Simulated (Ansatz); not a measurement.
Cost and result for the atomization energy of C₂H₇GaO₂, SMILES `C[O][GaH][O]C` (12 atoms, 11 bonds).

```xyz
12

C     1.8171   -1.5577    0.2256
O     1.4277   -0.6615    1.2405
Ga    0.0872    0.4790    1.0556
O    -0.7081    0.3709   -0.5341
C    -1.7953    1.1707   -0.9176
H     1.7450   -2.5859    0.5963
H     1.2037   -1.4748   -0.6781
H     2.8607   -1.3702   -0.0495
H    -0.3327    1.4600    2.1745
H    -2.1110    1.8804   -0.1402
H    -1.5373    1.7496   -1.8113
H    -2.6571    0.5396   -1.1616
```

Total charge 0; spin multiplicity 1. Correlated methods include outer-core shells of Ga, which these sets cover unevenly. Scalar relativity is left out up to krypton. Geometry: relaxed with PBE0-D4/def2-TZVP. It is one conformer, not always the lowest. Program: Ansatz. All runs use 4 threads of an Arm Neoverse V2 on a shared host. Times are those of one run each, without the atoms' runs, and a repeat can differ threefold. Electronic energies, without spin–orbit coupling; frozen cores. CCSD(T)/CBS adds CCSD(T) − MP2 in def2-TZVPP to the MP2 limit, and its time is that of the two runs behind it. T1 = 0.014. With those shells the extrapolation isn't a true limit. B3LYP takes the VWN-RPA correlation (the form of Gaussian; ORCA's B3LYP/G).

CCSD(T)/CBS is a level of theory with its own doubt, some kJ/mol a heavy atom from the limit and from the frozen cores, so smaller differences don't rank the functionals.

```tsv
level	functions	wall time	atomization (kJ/mol)	difference from CCSD(T)/CBS	per bond
revPBE-D4/def2-TZVPP	270	2.5 s	4251.8	-59.6	-5.4
PBE-D4/def2-TZVPP (with forces)	270	2.7 s	4367.2	55.8	5.1
PBE0-D4/def2-TZVPP	270	3.8 s	4278.2	-33.2	-3.0
BHLYP-D4/def2-TZVPP	270	4 s	4144.5	-166.9	-15.2
CAM-B3LYP-D4/def2-TZVPP	270	4.3 s	4316.1	4.7	0.4
B3LYP-D4/def2-TZVPP (with forces)	270	6 s	4280.4	-31.0	-2.8
r2SCANh-D4/def2-TZVPP	270	6.5 s	4276.3	-35.1	-3.2
B2PLYP/def2-TZVPP	270	7 s	4253.8	-57.6	-5.2
B97M-V/def2-TZVPP	270	12 s	4296.5	-14.9	-1.4
CCSD(T)/def2-SVP	123	14 s	4090.5	-220.9	-20.1
MP2/def2-QZVPP	527	30 s	4346.9	35.5	3.2
CCSD(T)/def2-TZVPP	270	5.8 min	4214.0	-97.4	-8.8
CCSD(T)/CBS(def2)	–	6.3 min	4311.4	0.0	0.0
```

Leaving LDA and LC-ωPBE aside and taking each functional with its dispersion term where it has one, the values spread over 222.7 kJ/mol, from BHLYP-D4 to PBE-D4. LDA lies +601.0 kJ/mol from PBE without D4, its usual overbinding. From PBE to PBE0 (25 % exact exchange), in def2-TZVPP and without D4, the atomization energy moves by −85.7 kJ/mol: exact exchange takes away binding that semilocal exchange gives to molecules. At CCSD(T), def2-SVP lies −220.8 kJ/mol from the extrapolated value and def2-TZVPP −97.3 kJ/mol: correlation converges slowly with the basis, and small sets miss more of it in the bonded molecule than in its fragments.
